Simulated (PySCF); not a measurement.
**Peak assignment**

Cartesian coordinates in Å; atom numbers follow the order of the lines, from 1:
```xyz
19

C     4.0789    0.3032   -0.2384
O     2.6962    0.2830   -0.0562
Si    1.6836   -0.9834   -0.1169
O     0.1869   -0.4046    0.0527
C    -0.4245    0.3293    1.0083
C    -1.7177    0.6011    0.9202
Si   -2.6992   -0.0537   -0.5371
N    -4.3403    0.3403   -0.1607
H     4.5793   -0.3311    0.4973
H     4.3418   -0.0521   -1.2375
H     4.4200    1.3321   -0.1201
H     2.0322   -1.9326    0.9453
H     1.5970   -1.5909   -1.4354
H     0.2125    0.6675    1.8194
H    -2.1724    1.1849    1.7043
H    -2.6773   -1.5150   -0.6334
H    -2.1887    0.5354   -1.7889
H    -4.5570    1.2709    0.1578
H    -5.0613    0.0249   -0.7881
```

Gas phase, non-relativistic Hamiltonian, one computed conformer, fast rotation and ring inversion assumed for equivalent nuclei. Shieldings: GIAO PBE0/pcSseg-1; geometry from GFN2-xTB; PySCF 2.14.0 with density-fitted response routines.

Scale: TMS for ¹³C (186.93 ppm) and ¹H (31.72 ppm) (reference shieldings calculated alike).

Problem. Assign these signals to the numbered atoms. ¹³C{¹H} NMR (computed): δ 158.1 (CH), 109.8 (CH), 50.8 (CH3).

Solution. 
158.1 → C5, alkene carbon bearing oxygen: an sp2 carbon further deshielded by the attached heteroatom
109.8 → C6, β carbon of an enol-ether or enamine type C=C: the O or N lone pair pushes π density onto this β carbon and shields it
50.8 → C1, methyl carbon bonded to O: pulled downfield by the heteroatom

Problem. Assign these signals to the numbered atoms. ¹H NMR (600 MHz, computed): δ 7.12 (d, 1H), 5.34 (d, 2H), 4.89 (m, 1H), 4.83 (s, 2H), 3.86 (s, 3H), -0.20 (br s, 2H).

Solution. 
| δ (ppm) | atoms | environment | reason |
| --- | --- | --- | --- |
| 7.12 | H14 | hydrogen on an alkene carbon bearing oxygen | a vinylic proton, deshielded by the sp2 carbon and the C=C anisotropy |
| 5.34 | H16/H17 | hydrogen on a silicon bonded to C, N | – |
| 4.89 | H15 | hydrogen on a β carbon of an enol-ether or enamine type C=C | lone-pair donation from O or N shields it, upfield of ordinary alkene protons |
| 4.83 | H12/H13 | hydrogen on a silicon bonded to 2 O | – |
| 3.86 | H9/H10/H11 | hydrogen on a methyl carbon bonded to O | its carbon carries O, which withdraws density |
| -0.20 | H18/H19 | hydrogen on a nitrogen bonded to Si | labile proton, position sensitive to the medium |

H15 and H12/H13 lie closer than the usual error of such a calculation, so a measured spectrum could show them in the other order.

Exchangeable OH/NH protons stand at their gas-phase positions; hydrogen bonding in a real sample shifts them, mostly to higher δ. Shifts are as computed. Against solution values, carbons near 30 ppm lie about +3 ppm off and those near 130 ppm about +5 ppm. Of 1211 compounds with measured shifts, 218 miss one by over three times the rms of a fit or turn the order of signals round; such compounds aren't used in these exercises. Multiplicities follow the n + 1 count of equivalent neighbours, as no J values were calculated; m marks all less simple cases, F and P coupling included.
